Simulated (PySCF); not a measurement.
## Orbital energies and ionisation energy

Si4H10.
Atom-mapped SMILES: `[SiH3:1][SiH:2]([SiH3:3])[SiH3:4]` (hydrogens: H5, H6, H7 on Si1; H8 on Si2; H9, H10, H11 on Si3; H12, H13, H14 on Si4)

Geometry (PBE0-D3(BJ)/def2-SVP, Å), atoms numbered from 1 in this order:
```
atom  x, y, z in Å
Si1   -0.0395    2.1070   -0.7811
Si2    0.0766    0.1664    0.5305
Si3    1.9027   -1.1332   -0.1595
Si4   -1.8983   -1.0576    0.2204
H5     1.1967    2.9339   -0.6272
H6    -0.1765    1.7087   -2.2165
H7    -1.2270    2.9301   -0.3954
H8     0.2345    0.5347    1.9751
H9     3.1844   -0.3889    0.0392
H10    1.7500   -1.4509   -1.6130
H11    1.9611   -2.4147    0.6093
H12   -1.9046   -2.2865    1.0725
H13   -3.0961   -0.2270    0.5555
H14   -1.9849   -1.4669   -1.2158
```

Level: B3LYP/def2-SVPD (PySCF). Frontier orbitals with their largest atomic shares (Löwdin; up to four atoms above 4 %):

| orbital | ε (eV) | main atoms |
| --- | --- | --- |
| HOMO−3 | -9.53 | Si4 16 %, Si1 16 %, Si3 15 %, H13 10 % |
| HOMO−2 | -8.86 | Si2 30 %, H8 23 %, Si4 9 %, Si1 9 % |
| HOMO−1 | -7.81 | ? |
| HOMO | -7.80 | ? |
| LUMO | -0.39 | Si3 21 %, Si2 20 %, Si1 15 %, Si4 12 % |
| LUMO+1 | -0.37 | Si4 21 %, Si1 20 %, Si2 19 %, H5 9 % |
| LUMO+2 | -0.35 | Si2 22 %, Si3 18 %, Si4 13 %, Si1 12 % |

Task: What vertical ionisation energy does ΔSCF give, and how far is −ε(HOMO) from it?

Result: ΔSCF: 9.67 eV (933 kJ/mol; threshold wavelength 128 nm); ⟨S²⟩ of the doublet left behind is 0.755, against 0.75 for a pure doublet. −ε(HOMO) is 7.80 eV, 1.87 eV below it. For the exact functional −ε(HOMO) would equal the first vertical ionisation energy; B3LYP (global hybrid, 20 % exact exchange) falls short of its own ΔSCF value by 19 %.

Task: On which atoms does the HOMO lie?

Result: HOMO: Si2 32 %, Si4 23 %, Si1 19 %, H12 5 %; HOMO−1: Si2 32 %, Si3 27 %, Si1 11 %, Si4 8 %. These 2 orbitals lie within 0.02 eV of one another. The HOMO−2 lies 1.06 eV lower.

Task: With α = 125.7 au, estimate the like-pair dispersion coefficient by London's formula C6 = (3/4)α²I.

Result: I = 0.3553 Eh, so C6 ≈ 4210 au, a rough estimate.

Task: Shift the occupied levels rigidly so that −ε(HOMO) equals the ΔSCF value. What binding energies result?

Result: The shift is +1.87 eV: HOMO 9.67, HOMO−1 9.68, HOMO−2 10.73, HOMO−3 11.40 eV. A rigid shift is only a rough guide to the deeper ionisations.

Isolated species at its PBE0-D3(BJ)/def2-SVP geometry, gas phase.
